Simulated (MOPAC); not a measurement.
MOPAC input (MNDO):

```
MNDO 1SCF GEO-OK AUX(PRECISION=9) THREADS=1
Cl2Sn

Sn   -0.00349532 1   -0.01260940 1    0.62871775 1
Cl    1.19244980 1    1.38873918 1   -0.89050383 1
Cl   -1.18216943 1   -1.35165270 1   -0.95866602 1
```

Problem. What heat of formation does the run end on, and which ionisation energy by Koopmans theorem?

Solution. -77.24 kcal/mol; 11.78 eV.
